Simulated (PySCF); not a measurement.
**Dipole moment and polarisability of tert-butyl acetate**

Compound: tert-butyl acetate, C6H12O2.
Structure used (GFN2-xTB), in Å, numbered top down from 1:
```
atom  x, y, z in Å
C1     2.9634    0.0418   -0.3310
C2     1.5898   -0.4713    0.0349
O3     1.3945   -1.4950    0.6375
O4     0.6560    0.3718   -0.3948
C5    -0.7558    0.1332   -0.1549
C6    -1.4532    1.3299   -0.8024
C7    -1.0343    0.0993    1.3474
C8    -1.1903   -1.1688   -0.8263
H9     3.5570   -0.7741   -0.7343
H10    3.4510    0.4004    0.5733
H11    2.8863    0.8521   -1.0486
H12   -2.5298    1.2323   -0.6994
H13   -1.2006    1.3830   -1.8581
H14   -1.1333    2.2518   -0.3242
H15   -0.5425   -0.7553    1.8036
H16   -2.1040    0.0237    1.5201
H17   -0.6656    1.0096    1.8159
H18   -0.6882   -2.0158   -0.3674
H19   -2.2641   -1.2937   -0.7186
H20   -0.9413   -1.1444   -1.8853
```

Level: PBE0/def2-SVPD (PySCF), static field, nuclei fixed, core orbitals frozen in the response. The polarisability tensor in these axes (au):

```
x   89.79 -2.44  0.50
y   -2.44 76.76 -2.85
z    0.50 -2.85 72.89
```

Question: What are the eigenvalues, a third of the trace, and Δα (Δα² = ½Σ(αi − αj)² over the three pairs)?

Answer: Principal values 71.35, 77.80 and 90.29 au; mean 79.81 au = 11.83 Å³ = 13.16 × 10⁻⁴⁰ C²·m²/J; Δα = 16.68 au (21 % of the mean).

Question: What is the dipole moment, and where does it point?

Answer: (-0.66, 1.68, -0.87) D, 2.00 D in size, pointing from the negative to the positive side. Measured along this direction, the outermost atoms are O3 at the negative end and H14 and H13 at the positive end.

Question: What depolarisation ratio follows for Rayleigh scattering of linearly polarised light, taking the static tensor?

Answer: ρ = 3Δα²/(45ᾱ² + 4Δα²) = 834.6/(286669 + 1112.8) = 0.0029.

Question: How large is μ²/3kT at 500 K beside α?

Answer: In Gaussian units μ²/3kT = 19.39 Å³ against 11.83 Å³, a ratio of 1.64; the Debye molar polarisation (4π/3)N_A(α + μ²/3kT) is 78.7 cm³/mol, leaving out the vibrational part.

Question: Along which axes do the principal values lie, and how far do the nuclei extend along each?

Answer: Largest value along (0.98, -0.19, 0.06), where the nuclei span 6.34 Å; middle along (0.19, 0.86, -0.48), 3.55 Å; least along (0.04, 0.48, 0.88), 4.29 Å. The strongest response lies along the longest span, while the other two are in reverse order.

The structure is a single GFN2-xTB conformer in the gas phase; no vibrational or solvent corrections.
